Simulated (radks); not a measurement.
Spherical jellium clusters: N electrons in a uniform positive sphere of charge N and radius rs N^(1/3), rs = 5.23 bohr. Level of theory: non-relativistic Kohn-Sham, LDA (Slater exchange, Perdew-Wang correlation), spin-polarised, spherical densities (a radial shooting solver with Libxc functionals). Levels are named by radial order and angular momentum (1s, 1p, 1d, 2s, ...), and open shells are averaged over m. Each electron was tried in the lowest free levels, single moves between levels near the top were tried too, and the lowest total energy was kept; such a search can miss a lower state. Energies include the self-energy of the background; IP and EA are vertical (highest electron removed, lowest free level filled), at fixed background; spill-out counts the electrons outside the background radius R, and alpha is the static dipole polarisability from linear response (closed shells only). A dash means not computed or, for alpha, an open shell; in EA it means that no bound solution was reached, which is typical of self-interaction and does not show that the anion is unstable. Real open-shell clusters deform, which this model forbids.

N	open shells	2S	E/N (eV)	E(N+1) + E(N-1) - 2E(N) (eV)	IP (eV)	spill-out (e)
1	1s(up 1, down 0)	1	-1.353	-	-	0.30
2	none	0	-1.649	0.699	4.277	0.44
3	1p(up 1, down 0)	1	-1.515	-0.468	3.287	0.68
4	1p(up 2, down 0)	2	-1.565	-0.301	3.639	0.81
5	1p(up 3, down 0)	3	-1.655	0.248	3.821	0.91
6	1p(up 3, down 1)	2	-1.673	-0.248	3.475	1.03
7	1p(up 3, down 2)	1	-1.722	-0.175	3.661	1.13
8	none	0	-1.781	0.738	3.777	1.21
9	1d(up 1, down 0)	1	-1.744	-0.182	2.987	1.34
10	1d(up 2, down 0)	2	-1.733	-0.151	3.142	1.46
11	1d(up 3, down 0)	3	-1.738	-0.126	3.262	1.55
12	1d(up 4, down 0)	4	-1.752	-0.106	3.357	1.63
13	1d(up 5, down 0)	5	-1.772	0.255	3.433	1.70
14	1d(up 5, down 1)	4	-1.772	-0.117	3.149	1.79
15	1d(up 5, down 2)	3	-1.779	-0.100	3.247	1.87
16	1d(up 5, down 3)	2	-1.791	-0.086	3.327	1.95
17	1d(up 5, down 4)	1	-1.807	-0.074	3.392	2.02
18	none	0	-1.826	0.156	3.448	2.08
19	2s(up 1, down 0)	1	-1.834	0.183	3.273	2.21
20	none	0	-1.832	0.145	3.084	2.39
21	1f(up 1, down 0)	1	-1.824	-0.080	2.945	2.46
22	1f(up 2, down 0)	2	-1.820	-0.072	3.010	2.52
23	1f(up 3, down 0)	3	-1.819	-0.066	3.067	2.58
24	1f(up 4, down 0)	4	-1.821	-	3.118	2.64

All shells are closed at N = 2, 8, 18, 20 (there: 1s2 1p6 1d10 2s2); the second difference of the energy has clear peaks (12 % above both neighbours; the first and last values, which can be the largest, are not judged, and half-filled shells can peak too) at N = 5, 8, 13, 19.
